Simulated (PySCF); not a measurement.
A GIAO shielding run with PySCF (density fitting, non-relativistic, gas phase) on SMILES [CH3][Zn][Br], CH$_{3}$BrZn:

```
{"job": {"kind": "nmr", "xc": "PBE0", "basis": {"default": "pcSseg-1", "Zn": "pcSseg-2"}}, "charge": 0, "multiplicity": 1}
Zn    -0.007581     0.008715    -1.107878
C      0.003500     0.002086     0.825574
H     -0.448594     0.923722     1.222563
H      1.033703    -0.069039     1.206644
H     -0.567044    -0.856410     1.211700
Br    -0.013984    -0.009074    -3.358593
```

Hardware: 1 thread of an x86-64 server CPU, shared host. The job also computes population analyses, field gradients.

(1) How large is the calculation?

(2) How long does it take?

(3) And these other runs on the same molecule and hardware: GIAO shielding at B3LYP/pcSseg-1 (pcSseg-2 on Zn); GIAO shielding at PBE/pcSseg-1 (pcSseg-2 on Zn); spin–spin coupling at PBE/pcJ-1 (pcSseg-1 on Br, pcSseg-1 on Zn)?

Results:

(1) 74 electrons, 146 basis functions and 756 auxiliary functions.

(2) 14 s of wall time, with 12 SCF cycles and 4 response iterations. Times on a shared host scatter by some tens of per cent.

(3) B3LYP/pcSseg-1 (pcSseg-2 on Zn): 146 functions, 11 s; PBE/pcSseg-1 (pcSseg-2 on Zn): 146 functions, 14 s; PBE/pcJ-1 (pcSseg-1 on Br, pcSseg-1 on Zn): 143 functions, 12 s.
